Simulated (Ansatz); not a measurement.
Reaction (cleavage of the Si–Sn bond): `F[SiH2][SnH]1[CH2][S]1` + `SS` → `F[SiH2]SS` + `[CH2]1[S][SnH2]1`

Program: Ansatz. Geometries: PBE0-D4/def2-TZVP. ΔE: electronic, gas phase. CCSD(T)/CBS adds triple-zeta CCSD(T) − MP2 to the extrapolated MP2 energy (def2 sets, frozen cores). This one scheme is used for every species. Functionals use def2-TZVPP. B3LYP here is the variant with VWN-RPA as its local correlation; programs differ in this. HSE06 is defined as in plane-wave codes. def2 core potentials past Kr. For Sn outer-core shells are correlated without core-valence functions, which leaves a few kJ/mol of doubt a bond. One conformer a species, not always the lowest.

| level | ΔE (kJ/mol) | difference from CCSD(T)/CBS |
| --- | --- | --- |
| revPBE-D4 | -30.3 | 2.0 |
| B3LYP-D4 | -28.2 | 4.1 |
| ωB97M-V | -38.5 | -6.2 |
| B2PLYP | -31.5 | 0.8 |
| PBE | -26.6 | 5.7 |
| HSE06 | -30.7 | 1.6 |
| HF/def2-SVP | -30.5 | 1.8 |
| HF/def2-TZVPP | -36.0 | -3.7 |
| CCSD(T)/def2-TZVPP | -35.0 | -2.7 |
| SCS-MP2/def2-QZVPP | -34.6 | -2.3 |
| CCSD(T)/CBS | -32.3 | 0 |

Q: What do rigid-rotor, harmonic-oscillator terms from PBE0-D4/def2-TZVP frequencies (298.15 K, 1 bar) make of the CCSD(T)/CBS value? (Best estimate.)

A: Ansatz gave: ΔZPE = -0.9 kJ/mol, ΔH = -35.4 kJ/mol, ΔS = -11 J/(mol·K), ΔG = -32.0 kJ/mol. Modes under 50 cm⁻¹ make the entropy rough.

Largest T1 diagnostic among the species: 0.014.

From PBE to PBE0 (25 % exact exchange), in def2-TZVPP and without D4, ΔE moves by −4.3 kJ/mol. Leaving LDA and LC-ωPBE aside and taking each functional with its dispersion term where it has one, the values, not all of them listed here, spread over 17.5 kJ/mol, from B97M-V to BLYP-D4. LDA lies −6.7 kJ/mol from PBE without D4.
